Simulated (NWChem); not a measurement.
Correlation energy of hydronium (H3O (+1))

```
O
H 1 0.9860
H 1 0.9860 2 112.06
H 1 0.9860 2 112.06 3 -126.98
```
Charge +1, spin multiplicity 1.

Program: NWChem. Structure: optimised with B3LYP/def2-SVP, a minimum by its harmonic frequencies.

Basis set: 6-311G**. Each correlation energy counts from its own Hartree-Fock reference.

The correlated methods keep 1 core orbital frozen. The Pople sets run with spherical d functions. Coupled-cluster values serve here as a point of comparison, not as the truth.

### Question
One of these methods gave a correlation energy of -218.3 mHa. Which?
(A) SCS-MP2
(B) CR-CCSD[T]
(C) MP2
(D) CCSD

### Answer
C, MP2. The others give -215.8 (SCS-MP2), -231.7 (CR-CCSD[T]), -227.5 (CCSD).
